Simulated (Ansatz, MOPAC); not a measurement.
Process, species as SMILES: SB(S)S → [S]B(S)S + H atom (the H-S bond breaks)

Wanted: bond dissociation energy (enthalpy at 298 K), in kcal/mol. Terms: no spin-orbit coupling; open shells spin-unrestricted; non-relativistic; frozen cores in correlated levels; dispersion terms only where a functional's name holds one. Basis-set limits of correlation are two-point, X^-3; Hartree-Fock from the larger set. Ab initio and DFT rows: single points at B3LYP-D3(BJ) geometries (Ansatz, a program for electronic structure), with unscaled harmonic terms from B3LYP/6-31G* (Ansatz) at its own minima. Semi-empirical rows: MOPAC heats of formation at their own minima for 298 K.

```csv
species,coefficient,"E at HF/STO-3G (Ansatz), Eh","E at PBE0/def2-TZVPD (Ansatz), Eh","H(298 K) - E, kcal/mol","heat of formation at AM1 (MOPAC), kcal/mol"
SB(S)S,-1,-1205.73230,-1220.91421,25.37,-42.84
[S]B(S)S,+1,-1205.13903,-1220.27416,19.35,-12.07
H atom,+1,-0.46658,-0.50104,1.48,52.10
```

Coupled cluster (Ansatz) is a level with limits of its own, used here on species with T1 under 0.025 (0.045 for open shells) and stable references: CCSD(T)/CBS(aug-cc-pV(T+d)Z,aug-cc-pV(Q+d)Z). Value to compare with, CCSD(T)/CBS(aug-cc-pV(T+d)Z,aug-cc-pV(Q+d)Z) (Ansatz): 87.0 kcal/mol. 1 Eh = 627.5095 kcal/mol.

**Question.** Compute it at each level from the table, and compare with CCSD(T)/CBS(aug-cc-pV(T+d)Z,aug-cc-pV(Q+d)Z) (Ansatz).

**Answer.** 
- HF/STO-3G: the sum of coefficient times E is 0.12669 Eh, or 79.50 kcal/mol; the thermal terms add -4.54. Result: 75.0 kcal/mol. Its difference against CCSD(T)/CBS(aug-cc-pV(T+d)Z,aug-cc-pV(Q+d)Z) (Ansatz) is -12.0 kcal/mol.
- PBE0/def2-TZVPD: the sum of coefficient times E is 0.13901 Eh, or 87.23 kcal/mol; the thermal terms add -4.54. Result: 82.7 kcal/mol. Its difference against CCSD(T)/CBS(aug-cc-pV(T+d)Z,aug-cc-pV(Q+d)Z) (Ansatz) is -4.3 kcal/mol.
- AM1: the sum of coefficient times heat of formation is 82.87 kcal/mol; it needs no thermal term. Its difference against CCSD(T)/CBS(aug-cc-pV(T+d)Z,aug-cc-pV(Q+d)Z) (Ansatz) is -4.1 kcal/mol.
